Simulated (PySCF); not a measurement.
# Predicted spectroscopic data

- PBE0/pcSseg-1 with gauge-including orbitals
- geometry from GFN2-xTB
- run in PySCF
- non-relativistic Hamiltonian, one averaged value for each set of equivalent atoms, in vacuum, one conformer

Chemical shifts δ = σref − σ; TMS for $^{1}$H (σ = 31.72 ppm) and $^{13}$C (σ = 186.93 ppm), all at this level. Splittings of carbon signals by F and P are missing where no couplings were computed. Where no couplings were computed, multiplicities follow the n + 1 count of equivalent neighbours, and m marks all less simple cases (inequivalent or close neighbours, rings, F or P nearby). Shifts are as computed. Against solution values, carbons near 30 ppm lie about +3 ppm off and those near 130 ppm about +5 ppm (rms about the fit 2.1 ppm; single classes can miss by 10 ppm). Of 1328 compounds with measured shifts, 309 miss one by over three times the rms of a fit or turn the order of signals round; such compounds aren't used in these exercises. Signals without a measured value on file couldn't be tested in this way; 1H shifts scatter by 0.2 ppm about their fit, and single ones miss by 0.5 ppm.

Compound 1 (C₈H₁₀). $^{1}$H NMR (600 MHz, computed): δ 6.69 (m, 1H), 6.44 (d, 1H), 6.20 (d, 1H), 1.86 (s, 3H), 1.48 (m, 2H), 1.20 (m, 2H). $^{13}$C{$^{1}$H} NMR (computed): δ 153.4 (C), 146.2 (CH), 136.4 (CH), 133.2 (CH), 41.2 (C), 16.1 (CH2), 14.4 (CH3). Structure: 4-methylspiro(2.4)hepta-4,6-diene (SMILES CC1=CC=CC12CC2).

Compound 2 (C₄H₇F₃O₂). $^{1}$H NMR (600 MHz, computed): δ 4.29 (t, 2H), 3.95 (t, 2H), 3.56 (s, 3H). $^{13}$C{$^{1}$H} NMR (computed): δ 131.0, 72.4, 67.0, 61.0. Structure: SMILES COCCOC(F)(F)F.
